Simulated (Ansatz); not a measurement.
Reaction (hydrogen abstraction from a Te–H bond): `C[SiH2][TeH]` + Cl• → `C[SiH2][Te]`• + HCl

Program: Ansatz. Geometries: PBE0-D4/def2-TZVP. ΔE: electronic, gas phase. CBS: MP2 limit from def2 TZ/QZ plus the TZ coupled-cluster correction, frozen cores. This one scheme is used for every species, atoms too. DFT in def2-TZVPP. No spin–orbit coupling; open shells (•) take unrestricted orbitals. Spin–orbit coupling would lower the free atoms: a little for Cl. def2 core potentials past Kr. Bonds to Te are less sure, by a few kJ/mol each and by 10 to 20 or more in all where they break to atoms, as the def2 sets lack core-valence functions.

`C[SiH2][TeH]`:

Z-matrix (Å, degrees):
```
C
Si 1 1.867
H 1 1.091 2 110.6
H 1 1.094 2 110.3 3 120.3
H 1 1.092 2 110.6 3 -119.9
Te 2 2.500 1 112.6 3 58.0
H 2 1.486 1 110.5 3 -178.9
H 2 1.487 1 111.4 3 -57.8
H 6 1.658 2 91.7 1 64.0
```

`C[SiH2][Te]`•:

Cartesian coordinates in Å:
```
C 0.236 0.787 -0.659
Si -0.373 -0.587 0.449
Te 1.436 -1.698 1.751
H -0.601 1.241 -1.196
H 0.949 0.402 -1.392
H 0.736 1.560 -0.073
H -1.057 -1.640 -0.349
H -1.325 -0.065 1.468
```

HCl:

Z-matrix (Å, degrees):
```
Cl
H 1 1.279
```

Q: Is it downhill or uphill in electronic energy at CCSD(T)/CBS, and by how much? (Best estimate.)

A: Computed: Downhill: ΔE = -31.9 kcal/mol.

Q: What do these levels give: BLYP-D4, CAM-B3LYP-D4, LC-ωPBE, CCSD(T)/def2-TZVPP, SCS-MP2/def2-QZVPP, MP2/CBS(def2)? (Estimate.)

A: The calculation gave: BLYP-D4 -31.8, CAM-B3LYP-D4 -32.3, LC-ωPBE -33.7, CCSD(T)/def2-TZVPP -31.5, SCS-MP2/def2-QZVPP -32.5, MP2/CBS(def2) -34.0 kcal/mol.

Largest T1 diagnostic among the species: 0.011.

Leaving LDA and LC-ωPBE aside and taking each functional with its dispersion term where it has one, the values, not all of them listed here, spread over 4.0 kcal/mol, from ωB97M-V to BHLYP-D4. LDA lies −2.6 kcal/mol from PBE without D4. From BLYP to BHLYP (50 % exact exchange), in def2-TZVPP and without D4, ΔE moves by +1.2 kcal/mol.
